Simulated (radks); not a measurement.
The numbers below are computed, except where a source is named.
The vanadium ion V+, 22 electrons, occupied as [Ar] 3d4 (the NIST ground configuration). Code: a radial shooting solver on a logarithmic mesh with Libxc functionals. Model: scalar-relativistic Kohn-Sham, exchange-only B88, spin-unpolarised, spherical densities, point nucleus.

Normalised radial functions P(r) = r R(r), r in bohr:

r	4s
0.005791	0.0348
0.007662	0.0438
0.01006	0.0540
0.01331	0.0656
0.01761	0.0775
0.0233	0.0877
0.03082	0.0934
0.04046	0.0905
0.05353	0.0737
0.07083	0.0381
0.09371	-0.0171
0.124	-0.0847
0.1628	-0.1430
0.2153	-0.1642
0.2849	-0.1150
0.377	0.0110
0.4948	0.1654
0.6547	0.2699
0.8663	0.2306
1.146	0.0291
1.517	-0.2577
1.991	-0.5011
2.634	-0.6135
3.485	-0.5493
4.611	-0.3639
6.101	-0.1707
8.008	-0.0544
10.6	-0.0098
14.02	-0.0009

4s (empty): eigenvalue -9.045 eV, 3 radial nodes at r = 0.0867, 0.370, 1.18 bohr, <r> = 3.24 bohr, 90 % of the charge inside 4.86 bohr.
